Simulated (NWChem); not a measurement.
**Basis-set convergence for boron oxyfluoride (BFO)**

```xyz
3

F      0.0000     0.0000    -1.1984
B      0.0000     0.0000     0.0871
O      0.0000     0.0000     1.2938
```
Charge 0, spin multiplicity 1.

All runs are NWChem calculations. All single points use one geometry, from B3LYP/def2-SVP, a minimum by its harmonic frequencies.

Quantity: vertical ionisation energy at the level ΔPBE (Δ: difference of total energies, the cation a doublet at the parent's geometry with its hole in an orbital of symmetry b2 (C2v labels); it is the state that the SCF runs reached, from PBE0 orbitals for Hartree-Fock references, and need not be the lowest).

The Pople sets run with spherical d functions. The stability of the SCF solutions was not checked.

```
basis        functions  vertical ionisation energy (eV)
-----------  ---------  -------------------------------
STO-3G              15                            10.59
3-21G               27                            13.19
6-31G*              42                            13.18
pcseg-1             42                            13.52
cc-pVDZ             42                              [?]
aug-cc-pVDZ         69                            13.51
aug-pcseg-1         69                              [?]
cc-pVTZ             90                              [?]
def2-TZVP           93                            13.43
aug-cc-pVTZ        138                            13.45
```

Question: What belongs in the gaps?

Answer: 
- cc-pVDZ, vertical ionisation energy (eV): 13.29
- aug-pcseg-1, vertical ionisation energy (eV): 13.58
- cc-pVTZ, vertical ionisation energy (eV): 13.40
